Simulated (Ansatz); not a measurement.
Reaction (redistribution): `[OH][Mg][F]` + `C[O][Ge][NH2]` → `C[O][Mg][F]` + `[NH2][Ge][OH]`

Computed with Ansatz on PBE0-D4/def2-TZVP structures; ΔE is electronic, products minus reactants. CCSD(T)/CBS adds triple-zeta CCSD(T) − MP2 to the extrapolated MP2 energy (def2 sets, frozen cores). Functionals use def2-TZVPP. B3LYP here is the variant with VWN-RPA as its local correlation; programs differ in this. For Ge, Mg outer-core shells are correlated without core-valence functions, which leaves a few kJ/mol of doubt a bond. Scalar relativity is left out up to krypton. One conformer a species, not always the lowest.

(1) Is it downhill or uphill in electronic energy at CCSD(T)/CBS, and by how much? (Best estimate.)

(2) What do these levels give: r2SCAN0-D4, ωB97M-V, B3LYP, r2SCANh, BHLYP, CCSD(T)/def2-TZVPP? (An estimate is asked.)

Largest T1 diagnostic among the species: 0.014.

Results:

(1) Ansatz gave: Uphill: ΔE = +2.2 kcal/mol.

(2) Computed: r2SCAN0-D4 2.0, ωB97M-V 1.8, B3LYP 1.2, r2SCANh 2.0, BHLYP 1.1, CCSD(T)/def2-TZVPP 2.2 kcal/mol.

In def2-TZVPP, CCSD(T) changes the Hartree–Fock value by +1.7 kcal/mol (the triples alone add +0.3 kcal/mol) and MP2 by +2.1 kcal/mol. At CCSD(T), def2-SVP lies −0.8 kcal/mol from the extrapolated value and def2-TZVPP +0.0 kcal/mol.
